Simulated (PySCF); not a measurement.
## Multinuclear NMR of C$_{3}$F$_{6}$O

Structure with atom numbers: `[O:1]=[C:2]([C:3]([F:4])([F:5])[F:6])[C:7]([F:8])([F:9])[F:10]`.

[PySCF 2.14: GIAO B97-2/pcSseg-2 shieldings; coordinates at the PBE0-D3(BJ)/def2-TZVP level; one computed conformer; relativity neglected; in vacuum; fast rotation and ring inversion assumed for equivalent nuclei]

**Question.** What are the ¹⁹F shifts?

**Answer.** 
```
             atoms              environment  σ (ppm)  δ (ppm)
F4/F5/F6/F8/F9/F10  fluorine of a CF3 group    262.6    -76.3
```

Shieldings were converted by a linear fit to measured shifts: ¹⁹F (scatter 4.2 ppm rms, 5.7 ppm with the 8 outliers that the fit left out vs CFCl3, solution or neat liquid, with a term for F on sp3 carbon). A few per cent of atoms miss by over 2 rms, more outside the fitted compound classes.

On a 600 MHz spectrometer ¹⁹F resonates near 564.6 MHz, so 1 ppm is 564.6 Hz.

**Question.** Where does ¹⁷O resonate?

**Answer.** 
```
atoms    environment  σ (ppm)  δ (ppm)
   O1  ketone oxygen   -329.1    585.6
```

Shieldings were converted by a linear fit to measured shifts: ¹⁷O: δ = 274.03 − 0.947σ (rms 12.2 ppm, 99 shifts vs liquid water, solution or neat liquid). Occasional misses reach two or three times the rms, and more in compound classes unlike the fitted ones.

On a 400 MHz spectrometer ¹⁷O resonates near 54.2 MHz, so 1 ppm is 54.2 Hz.
